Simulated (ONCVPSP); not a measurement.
# Before and after: ONCV potential for Be (Z = 4)

```json
{
 "Element": "Be (Z = 4)",
 "Generator": "ONCVPSP 4.0.1",
 "Type": "optimised norm-conserving Vanderbilt (ONCV)",
 "Functional": "PBEsol",
 "Relativity": "non-relativistic",
 "Frozen core": "none",
 "Valence charge": "4",
 "Reference configuration": "1s2 2s2",
 "Partial waves": "1s+2s: rc 0.80 bohr, ncon 4, nbas 8, qcut 16.2 1/bohr, 2 projectors; p scattering state at 0.32 Ha: rc 0.65 bohr, ncon 4, nbas 8, qcut 12.2 1/bohr, 2 projectors, debl 2.5 Ha; d scattering state at 0.18 Ha: rc 0.70 bohr, ncon 3, nbas 6, qcut 12.8 1/bohr, 2 projectors, debl 2.5 Ha",
 "Local potential": "polynomial inside 0.60 bohr (lpopt 3, dvloc0 0 Ha)",
 "Core correction": "none"
}
```

All-electron outer shells of the reference configuration (PBEsol, non-relativistic, ld1.x):

```
shell  level (eV)  outermost node (bohr)  outermost maximum (bohr)
   1s     -105.44                      –                      0.27
   2s       -5.54                   0.60                      2.07
```

Change: core [He], valence charge 2; reference 2s2; waves now 2s: rc 1.70 bohr, ncon 4, nbas 9, qcut 4.8 1/bohr, 2 projectors, debl 0.5 Ha; p scattering state at 0.19 Ha: rc 1.60 bohr, ncon 5, nbas 9, qcut 5.1 1/bohr, 1 projector; d scattering state at 0.07 Ha: rc 1.30 bohr, ncon 5, nbas 8, qcut 6.9 1/bohr, 2 projectors, debl 1 Ha; local potential polynomial inside 0.90 bohr (lpopt 2, dvloc0 0 Ha); core correction Teter function fitted to the true core (icmod 2), fcfact 0.25. In the p channel the program set the typed energies aside and used 0.050 Ha.

Cutoffs: the cutoffs (Ha) at which the residual kinetic energy of the hardest occupied pseudo-wave falls to 1 and 0.1 mHa per electron; they do not see the model core or the augmentation charge, which bear on the density cutoff. Errors are all-electron minus pseudo energies relative to the spin-unpolarised reference configuration.

Q: What does the change do?

A: The potential gets softer (90 Ha and 106 Ha → 6.5 Ha and 9.0 Ha); neither file shows a bound ghost. The shells moved into the core no longer need plane waves of their own. Several settings change at once here, so the effects cannot be laid on one of them.

| quantity | base | changed |
| --- | --- | --- |
| cutoff, loose | 90 Ha | 6.5 Ha |
| cutoff, tight | 106 Ha | 9.0 Ha |
| bound ghosts | none | none |
| GHOST(+) flags under 300 eV | none | none |
| largest error over its own tests, meV | +3.1 | +13 |
